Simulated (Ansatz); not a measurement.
```yaml
crystal:
  periodic: [false, false, false]
  atoms:
    - {symbol: O, position_ang: [-0.871022, 0.335688, 1.038423]}
    - {symbol: Si, position_ang: [-0.021946, -0.071831, -0.281859]}
    - {symbol: O, position_ang: [1.105677, -1.152150, 0.129865]}
    - {symbol: Cl, position_ang: [-1.175556, -0.949700, -1.696823]}
    - {symbol: Cl, position_ang: [0.799009, 1.615660, -1.091051]}
    - {symbol: H, position_ang: [-1.456573, 1.093153, 0.988989]}
    - {symbol: H, position_ang: [1.681612, -0.938721, 0.866756]}
basis:
  gaussian: {orbitals: def2-mTZVP}
hamiltonian: {xc: {name: LC-wPBE}}
scf: {lower_state_search: off}
output: {forces: true}
```

```sh
$ ansatz run in.yaml --threads 4 --pin off --events-out ev --progress --plain --max-ram 10444MiB
```

Output, abridged:

```
Functional definition: LC-wPBE
1064 factors; their error is unknown
404 factors; integrals over basis functions are off by at most 1.5e-5 eV
mean field evaluation 1: about -37038.9149 eV, gradient 6.6e1 eV
mean field evaluation 2: about -37038.1775 eV, gradient 7.1e1 eV
mean field evaluation 4: about -37045.6206 eV, gradient 1.4e0 eV
mean field evaluation 8: about -37045.6278 eV, gradient 4.4e-2 eV
mean field evaluation 16: about -37045.6065 eV, gradient 1.9e-5 eV
mean field -37045.60648042 eV, -1361.4009277414 hartree, gradient 5.5e-6 eV, S^2 0.000000; 0 other end points of the search recorded, 0 dependent functions left out
reference -37045.60648042 eV, -1361.4009277416 hartree; 33, 33 occupied and 87, 87 virtual orbitals, 1064 factors
Total energy: -37045.60648042 eV, -1361.4009277416 hartree
Atom 0 at    -0.871022     0.335688     1.038423 Å, force    -0.004316    -0.043546     0.061365 eV/Å
Atom 1 at    -0.021946    -0.071831    -0.281859 Å, force     0.003606    -0.016374    -0.176777 eV/Å
Atom 2 at     1.105677    -1.152150     0.129865 Å, force     0.031246    -0.086131    -0.085208 eV/Å
Atom 3 at    -1.175556    -0.949700    -1.696823 Å, force    -0.019890     0.006875    -0.008214 eV/Å
Atom 4 at     0.799009     1.615660    -1.091051 Å, force    -0.016323    -0.005244     0.014143 eV/Å
Atom 5 at    -1.456573     1.093153     0.988989 Å, force    -0.131394     0.156504     0.052766 eV/Å
Atom 6 at     1.681612    -0.938721     0.866756 Å, force     0.137072    -0.012084     0.141925 eV/Å
Dipole moment:     0.002365     0.247521     0.388433 e Å
Checks for a lower state left out: stability, starts, cluster_reference, orbital_swaps, neighbouring_geometries, increment
```

It took 1 s on 4 threads of an Arm Neoverse V2 on a shared host, with 0.19 GiB of host memory at the peak.
